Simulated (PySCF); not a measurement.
Gas-phase reaction: 4 SiO2 + S8 → 2 Si2O2 + 4 S2O

Method: PySCF energies plus ideal-gas RRHO corrections (1 bar). S°(298 K) at PBE0/def2-TZVP differs from the NASA 1993 table for S8 (-8 J/mol/K); whether the harmonic model or the table's entry is off was not settled. † marks an energy on the PBE0/def2-TZVP geometry and frequencies; other levels use their own. 6-31G* has spherical d functions here. All species are closed-shell singlets. B3LYP is the form with VWN-RPA correlation. Si2O2: computed as isolated molecules; such fragments, hydroxides, amides, oligomers or adducts are transient or little studied in the gas. The harmonic model lacks anharmonicity and excited electronic states, which grow with temperature; levels with a mode under 35 cm⁻¹ are left out. Soft modes under 120 cm⁻¹ make the harmonic entropy rough for S8.

```json
[
 {"level": "B3LYP/6-31G*", "ΔE electronic, kJ": "15", "ΔH°(298 K), kJ": "4", "ΔS°(298 K), J/K": "253", "ΔG°(800 K), kJ": "-187"},
 {"level": "B3LYP/def2-TZVP†", "ΔE electronic, kJ": "-15", "ΔH°(298 K), kJ": "-25", "ΔS°(298 K), J/K": "260", "ΔG°(800 K), kJ": "-221"},
 {"level": "HF/6-31G*", "ΔE electronic, kJ": "43", "ΔH°(298 K), kJ": "32", "ΔS°(298 K), J/K": "267", "ΔG°(800 K), kJ": "-170"},
 {"level": "HF/def2-TZVP†", "ΔE electronic, kJ": "-49", "ΔH°(298 K), kJ": "-59", "ΔS°(298 K), J/K": "260", "ΔG°(800 K), kJ": "-255"},
 {"level": "PBE/def2-TZVP†", "ΔE electronic, kJ": "22", "ΔH°(298 K), kJ": "12", "ΔS°(298 K), J/K": "260", "ΔG°(800 K), kJ": "-185"},
 {"level": "PBE0/def2-TZVP", "ΔE electronic, kJ": "-7", "ΔH°(298 K), kJ": "-17", "ΔS°(298 K), J/K": "260", "ΔG°(800 K), kJ": "-214"},
 {"level": "ωB97M-V/def2-TZVP†", "ΔE electronic, kJ": "-29", "ΔH°(298 K), kJ": "-39", "ΔS°(298 K), J/K": "260", "ΔG°(800 K), kJ": "-235"},
 {"level": "ωB97X-V/def2-TZVP†", "ΔE electronic, kJ": "9", "ΔH°(298 K), kJ": "-1", "ΔS°(298 K), J/K": "260", "ΔG°(800 K), kJ": "-197"}
]
```
ΔH° is lowest at HF/def2-TZVP† and highest at HF/6-31G*. No reference value is set beside these.
